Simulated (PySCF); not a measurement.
**Electron correlation in S (sulfur, neutral)**

[Ne] 3s2 3p4, high-spin 3P determinant. All numbers are calculated (PySCF 2.14, the spin-free X2C one-electron Hamiltonian (Gaussian nucleus), in cc-pVDZ-DK (4s3p1d, 18 functions)). Frozen: [Ne]; 6 electrons correlated.

MP2 pair energies summed by pair of shells (mhartree):

```
 pair  energy  share (%)
3p-3p  -39.48       47.1
3s-3p  -36.77       43.9
3s-3s   -7.58        9.0
```

Total MP2 correlation energy: -83.83 mhartree.

Same-spin part -20.73 and opposite-spin part -63.10 mhartree; SCS-MP2 scales them by 1/3 and 6/5 to -82.63 mhartree.

| level | correlation energy (mhartree) |
| --- | --- |
| CCSD | -102.59 |
| (T) | -1.13 |
| CCSD(T) | -103.72 |

Diagnostics: T1 = 0.0070, D1 = 0.0225, largest double amplitude 0.053.

Cost of the coupled-cluster step: 0.08 s of wall time on 1 thread of Neoverse-V2 (shared host), for 6 correlated electrons.

Iterations:

```
CC2 = 0
CCSD nocc = (np.int64(4), np.int64(2)), nmo = (13, 13)
frozen orbitals [[0, 1, 2, 3, 4], [0, 1, 2, 3, 4]]
max_cycle = 100
direct = 0
conv_tol = 1e-08
conv_tol_normt = 1e-06
diis_space = 8
diis_start_cycle = 0
Init t2, MP2 energy = -0.0838281597912689
Init E_corr(UCCSD) = -0.0838281597914374
cycle = 1  E_corr(UCCSD) = -0.0982773213950813  dE = -0.0144491616  norm(t1,t2) = 0.0387622
cycle = 2  E_corr(UCCSD) = -0.101289434817554  dE = -0.00301211342  norm(t1,t2) = 0.0122495
cycle = 3  E_corr(UCCSD) = -0.10260890659632  dE = -0.00131947178  norm(t1,t2) = 0.00463108
cycle = 4  E_corr(UCCSD) = -0.10258594498101  dE = 2.29616153e-05  norm(t1,t2) = 0.000468988
cycle = 5  E_corr(UCCSD) = -0.102590135606319  dE = -4.19062531e-06  norm(t1,t2) = 0.00010541
cycle = 6  E_corr(UCCSD) = -0.102589409948981  dE = 7.25657338e-07  norm(t1,t2) = 2.31649e-05
cycle = 7  E_corr(UCCSD) = -0.102589689465941  dE = -2.7951696e-07  norm(t1,t2) = 4.89157e-06
cycle = 8  E_corr(UCCSD) = -0.102589604668375  dE = 8.47975663e-08  norm(t1,t2) = 6.99858e-07
cycle = 9  E_corr(UCCSD) = -0.102589623160835  dE = -1.849246e-08  norm(t1,t2) = 1.19838e-07
cycle = 10  E_corr(UCCSD) = -0.102589618838184  dE = 4.32265135e-09  norm(t1,t2) = 2.13237e-08
UCCSD converged
E(UCCSD) = -398.6792706385997  E_corr = -0.1025896188381838
UCCSD(T) correction = -0.00113124591151534
```
